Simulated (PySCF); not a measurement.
One of the candidates below gave these computed data.

| technique | computed result |
| --- | --- |
| Dipole | 3.66 D [CAM-B3LYP/def2-SVPD] |
| Rotational structure | rotational constants A, B, C: 2.151, 1.233, 0.818 GHz [GFN2-xTB] |
| UV, strongest line | among the 8 lowest singlet transitions: S2 at 5.24 eV (237 nm, f = 0.298) [TDDFT CAM-B3LYP/def2-SVPD] |
| Polarisability | 101.1 au [CAM-B3LYP/def2-SVPD] |
| Triplet | lowest triplet excitation (Tamm–Dancoff): 2.88 eV [TDA CAM-B3LYP/def2-SVPD] |
| UV, first state | lowest singlet excitation: 4.42 eV (280 nm, f = 0.170) [TDDFT CAM-B3LYP/def2-SVPD] |

Gas-phase values; electronic properties from PySCF, density fitting. Levels stand in brackets. The structure is a single GFN2-xTB conformer in the gas phase; no vibrational or solvent corrections.

Problem. Which candidate is it?
A. `COC(=O)c1cccs1`
B. `CC(=O)Oc1ccsc1`
C. `C=CC1=CSCC(=O)O1`

Solution. C. It is `C=CC1=CSCC(=O)O1`. Numbering: `[CH2:1]=[CH:2][C:3]1=[CH:4][S:5][CH2:6][C:7](=[O:8])[O:9]1`. Its formula, C6H6O2S, gives 4 degrees of unsaturation: 1 ring and 3 π bonds in the structure found. S1 is mainly HOMO→LUMO (weight 0.76); the largest Löwdin shares of the orbital it empties are 0.32 on the sulfide sulfur, 0.17 on an alkene CH carbon, 0.15 on the vinylic carbon bearing oxygen and 0.12 on the terminal =CH2 carbon, of the orbital it fills 0.20 on an alkene CH carbon, 0.16 on the terminal =CH2 carbon, 0.14 on the sulfide sulfur and 0.13 on the vinylic carbon bearing oxygen. The optimised geometry has point group C1 and is an asymmetric top.

The others, at the same levels:
- `CC(=O)Oc1ccsc1` fails: its computed lowest singlet excitation is 5.64 eV (220 nm, f = 0.090) (against 4.42 eV), lowest triplet excitation (Tamm–Dancoff) is 3.85 eV (against 2.88 eV) and strongest line among the 8 lowest singlet transitions is S6 at 6.48 eV (191 nm, f = 0.364) (against S2 at 5.24 eV).
- `COC(=O)c1cccs1` fails: its computed lowest singlet excitation is 5.08 eV (244 nm, f = 0.227) (against 4.42 eV), lowest triplet excitation (Tamm–Dancoff) is 3.36 eV (against 2.88 eV) and static isotropic polarisability is 94.9 au (against 101.1 au).

Each candidate is one conformer, not necessarily the lowest. The conformers computed, where there is a choice (atom-mapped SMILES and torsion angles):
- `[CH2:1]=[CH:2][C:3]1=[CH:4][S:5][CH2:6][C:7](=[O:8])[O:9]1`: C1–C2–C3–C4 178°
- `[CH3:1][C:2](=[O:3])[O:4][c:5]1[cH:6][cH:7][s:8][cH:9]1`: C1–C2–O4–C5 179°, C2–O4–C5–C6 179°
- `[CH3:1][O:2][C:3](=[O:4])[c:5]1[cH:6][cH:7][cH:8][s:9]1`: C1–O2–C3–O4 1°, O2–C3–C5–C6 180°
